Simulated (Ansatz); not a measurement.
`[AlH2][NH][SiH2][SiH3]` and `[AlH2][NH][SiH2]Cl` differ in one atom or group.

Ansatz, PBE0-D4/def2-TZVP geometries, multiplicity 1. Each molecule was computed in one conformer, which needn't be the lowest.

| property | `[AlH2][NH][SiH2][SiH3]` |
| --- | --- |
| HOMO–LUMO gap (ωB97M-V/def2-TZVPP) / eV | 10.03 |
| size of the dipole moment (PBE/def2-TZVPP) / D | 0.87 |
| LUMO energy (ωB97M-V/def2-TZVPP) / eV | 0.57 |
| HOMO energy (B3LYP/def2-TZVPP) / eV | -7.16 |
| HOMO–LUMO gap (B3LYP/def2-TZVPP) / eV | 5.94 |
| LUMO energy (PBE0/def2-TZVPP) / eV | -1.01 |

**Question.** Give the same properties after the change, and the shifts. (Best estimate.)

**Answer.** Ansatz gave: 
| property | `[AlH2][NH][SiH2]Cl` | shift |
| --- | --- | --- |
| HOMO–LUMO gap (ωB97M-V/def2-TZVPP) / eV | 11.02 | 0.99 |
| size of the dipole moment (PBE/def2-TZVPP) / D | 1.75 | 0.88 |
| LUMO energy (ωB97M-V/def2-TZVPP) / eV | 0.43 | -0.14 |
| HOMO energy (B3LYP/def2-TZVPP) / eV | -8.03 | -0.87 |
| HOMO–LUMO gap (B3LYP/def2-TZVPP) / eV | 6.66 | 0.72 |
| LUMO energy (PBE0/def2-TZVPP) / eV | -1.17 | -0.16 |

With PBE0 the HOMO falls by 0.94 eV and the LUMO falls by 0.16 eV, so the gap widens by about 0.78 eV. PBE moves the HOMO by -0.76 eV and ωB97M-V by -1.14 eV. Dipoles are sizes alone; their direction can turn.

B3LYP here is the variant with VWN-RPA as its local correlation; programs differ in this.
